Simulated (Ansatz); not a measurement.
Mulliken charges of F2GeH4OSi, SMILES `F[SiH](F)[O][GeH3]` from ωB97M-V/def2-TZVPP in Ansatz (PBE0-D4/def2-TZVP geometry).

| atom | x (Å) | y (Å) | z (Å) | charge (e) |
| --- | --- | --- | --- | --- |
| F1 | 1.685 | -0.938 | -1.396 | -0.305 |
| Si2 | 1.557 | 0.007 | -0.128 | 0.793 |
| F3 | 1.842 | -0.921 | 1.127 | -0.306 |
| O4 | 0.097 | 0.648 | -0.040 | -0.475 |
| Ge5 | -1.603 | 0.117 | 0.125 | 0.270 |
| H6 | 2.584 | 1.050 | -0.199 | -0.046 |
| H7 | -2.401 | 1.011 | -0.828 | 0.019 |
| H8 | -1.683 | -1.364 | -0.268 | 0.032 |
| H9 | -1.990 | 0.343 | 1.590 | 0.019 |

Problem. By hand: the dipole of these point charges (1 e Å = 4.8032 D).

Solution. Σ q r = (-0.578, 0.231, 0.047) e Å, of length 0.624 e Å = 3.00 D.

Problem. How does the dipole of the full density compare? (An estimate is asked.)

Solution. The calculation gave: (-0.424, 0.168, 0.036) e Å, 2.20 D; the point charges give 1.36 times that, at 0° from its direction.

Point charges leave out the atoms' own dipoles, such as those of lone pairs, and Mulliken's split depends on the basis, so the two needn't agree.
